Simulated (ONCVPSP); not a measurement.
**niobium ONCV: all-electron and pseudo phase curves**

niobium (Nb), optimised norm-conserving Vanderbilt (ONCV), made with ONCVPSP 4.0.1 (LDA (Perdew-Wang 92), scalar-relativistic). Core [Kr], reference 4d4 5s1. Waves: 5s: rc 3.30 bohr, ncon 5, nbas 9, qcut 2.4 1/bohr, 2 projectors, debl 1 Ha; p scattering state at 0.07 Ha: rc 2.90 bohr, ncon 4, nbas 8, qcut 3 1/bohr, 1 projector; 4d: rc 1.85 bohr, ncon 4, nbas 8, qcut 4.4 1/bohr, 2 projectors, debl 0.8 Ha. Local part: polynomial inside 1.60 bohr (lpopt 5, dvloc0 0 Ha). Core correction: polynomial model core, fcfact 0.55.

In the p channel the program set the typed energies aside and used 0.050 Ha.

The phase is arctan(r·R′/R) of the radial function R(r), unwrapped; energies in Ha, scanned from -2 to 5 Ha. A pole is an energy at which the radial function vanishes at the test radius. The pseudo phase is shifted by a multiple of π to meet the all-electron one at the reference energy, and phase errors are pseudo minus all-electron; the curves can meet again beyond the range given. Levels narrower than the energy grid can be missing from the lists of poles.

```json
{"channel": "s", "radius (bohr)": "3.34", "reference energy (Ha)": "-0.15", "poles, all-electron": "0.45, 3.12", "poles, pseudo": "0.45, 2.67, 4.41", "unbroken range about the reference energy with phases within 0.05 rad": "below 1.4", "phase error 1 Ha above the reference energy (rad)": "+0.000"}
{"channel": "p", "radius (bohr)": "2.95", "reference energy (Ha)": "0.05", "poles, all-electron": "-1.25, 1.37", "poles, pseudo": "-0.57, 1.21, 3.98", "unbroken range about the reference energy with phases within 0.05 rad": "-0.4 to 1.4", "phase error 1 Ha above the reference energy (rad)": "-0.026"}
{"channel": "d", "radius (bohr)": "1.88", "reference energy (Ha)": "-0.12", "poles, all-electron": "1.05", "poles, pseudo": "1.05, 4.02", "unbroken range about the reference energy with phases within 0.05 rad": "below 2.3", "phase error 1 Ha above the reference energy (rad)": "-0.000"}
```

Note: ghosts flagged at negative energy: s at -54.7 eV, p at -15.9 eV; no localised positive-energy state flagged. A true bound ghost makes a file unfit for plane-wave use.

Phases in the p channel:

| E (Ha) | all-electron | pseudo |
| --- | --- | --- |
| -1.98 | 1.337 | 1.350 |
| -1.80 | 1.314 | 1.335 |
| -1.62 | 1.279 | 1.318 |
| -1.44 | 1.186 | 1.296 |
| -1.26 | -1.493 | 1.268 |
| -1.08 | -1.805 | 1.229 |
| -0.90 | -1.880 | 1.172 |
| -0.72 | -1.952 | 1.053 |
| -0.54 | -2.049 | -1.867 |
| -0.36 | -2.208 | -2.183 |
| -0.18 | -2.515 | -2.510 |
| 0.00 | -3.129 | -3.130 |
| 0.18 | -3.833 | -3.834 |
| 0.36 | -4.221 | -4.226 |
| 0.54 | -4.413 | -4.423 |
| 0.72 | -4.522 | -4.537 |
| 0.90 | -4.595 | -4.614 |
| 1.08 | -4.647 | -4.675 |
| 1.26 | -4.689 | -4.727 |
| 1.44 | -4.726 | -4.781 |
| 1.62 | -4.762 | -4.844 |
| 1.80 | -4.798 | -4.937 |
| 1.98 | -4.840 | -5.117 |
| 2.16 | -4.894 | -5.656 |
| 2.34 | -4.973 | -6.917 |
| 2.52 | -5.110 | -7.426 |
| 2.70 | -5.422 | -7.595 |
| 2.88 | -6.266 | -7.678 |
| 3.06 | -7.128 | -7.729 |
| 3.24 | -7.446 | -7.764 |
| 3.42 | -7.583 | -7.792 |
| 3.60 | -7.659 | -7.814 |
| 3.78 | -7.707 | -7.834 |
| 3.96 | -7.742 | -7.852 |
| 4.14 | -7.768 | -7.869 |
| 4.32 | -7.789 | -7.887 |
| 4.50 | -7.807 | -7.906 |
| 4.68 | -7.823 | -7.927 |
| 4.86 | -7.837 | -7.952 |
